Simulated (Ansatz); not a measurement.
O2Zr (SMILES [O]=[Zr]=[O]) moved off its minimum; all values from Ansatz (a first-principles code), cores frozen in correlated methods. Elements past Kr take the def2 small-core potentials, without spin–orbit coupling.
(charge 0, multiplicity 1)
```xyz
3

Zr     0.20527    -0.14019     0.23354
O      0.59818     0.56354    -1.35485
O     -1.48824     0.20966     0.50129
```

Problem. Give the forces (eV/Å), the total energy and the dipole at CCSD(T)/def2-TZVPPD.

Solution. 
```tsv
atom	Fx	Fy	Fz
Zr1	1.289	-0.354	-0.034
O2	0.267	0.116	-0.375
O3	-1.556	0.237	0.409
```
Energy -196.9698 hartree, dipole 8.15 D.
